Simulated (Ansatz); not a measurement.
Compare A (`C/C=C\[SiH2]Cl`) with its isomer B (`C=C([SiH3])CCl`).

Isolated molecules relaxed with PBE0-D4/def2-TZVP in Ansatz; ΔE leaves out vibrations. CBS: MP2 limit from def2 TZ/QZ plus the TZ coupled-cluster correction, frozen cores. Functionals use def2-TZVPP. B3LYP here is the variant with VWN-RPA as its local correlation; programs differ in this. Each species was taken in one conformer, which may not be the lowest.

Problem. Which isomer does CCSD(T)/CBS put lower? Give the gap. (Estimate.)

Solution. The calculation gave: A, by 38.9 kcal/mol.

Problem. Give E(B) − E(A) in kcal/mol with B3LYP-D4, ωB97M-V, r2SCAN-D4, CCSD(T)/def2-TZVPP, B3LYP, PBE-D4, HF/def2-TZVPP. (An estimate is asked.)

Solution. Computed: B3LYP-D4 38.6, ωB97M-V 39.3, r2SCAN-D4 40.0, CCSD(T)/def2-TZVPP 38.1, B3LYP 39.0, PBE-D4 37.9, HF/def2-TZVPP 40.6. None reverses the order clearly.

Largest T1 diagnostic: 0.011.

From PBE to PBE0 (25 % exact exchange), in def2-TZVPP and without D4, E(B) − E(A) moves by +1.2 kcal/mol. In def2-TZVPP, CCSD(T) changes the Hartree–Fock value by −2.5 kcal/mol (the triples alone add −0.6 kcal/mol) and MP2 by −1.3 kcal/mol.
